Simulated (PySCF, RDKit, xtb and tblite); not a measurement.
Torsional profile of SMILES COC(=O)c1ccc(OC)cc1 (C9H10O3). Scanned: dihedral C1–O2–C3–O4; all other coordinates were relaxed at GFN2-xTB. Points at φ and −φ are mirror images. Heavy atoms are numbered in the order of the SMILES COC(=O)c1ccc(OC)cc1, hydrogens after them in the order of the atoms that carry them; the mirror image has the same energies with the sign of each dihedral reversed. Each profile is relative to its own lowest point.

```csv
φ / °,A,B,C
-165,0.549,0.397,0.129
-150,0.536,0.429,0.154
-135,0.550,0.480,0.168
-120,0.571,0.530,0.156
-105,0.584,0.565,0.195
-90,0.577,0.564,0.211
-75,0.523,0.504,0.169
-60,0.409,0.388,0.131
-45,0.263,0.247,0.118
-30,0.130,0.120,0.118
-15,0.039,0.034,0.029
0,0.000,0.000,0.000
15,0.039,0.034,0.029
30,0.130,0.120,0.118
45,0.263,0.247,0.118
60,0.409,0.388,0.131
75,0.523,0.504,0.169
90,0.577,0.564,0.211
105,0.584,0.565,0.195
120,0.571,0.530,0.156
135,0.550,0.480,0.168
150,0.536,0.429,0.154
165,0.549,0.397,0.129
180,—,0.399,0.138
```

Energies in eV.

### Question
Which curve belongs to which method? The methods are GFN2-xTB (xtb and tblite); restricted LDA (SVWN5)/6-31G*, spherical d, density fitting // GFN2-xTB (PySCF); RDKit 2026.03.6 with UFF // GFN2-xTB.

### Answer
A is RKS-LDA (SVWN5)/6-31G*; B is GFN2-xTB; C is UFF.

A dash means that the run gave no value there, or that the column was ended at a point which the program doubted or which failed a test of continuity chosen for this set; such a test can also cut sound points.
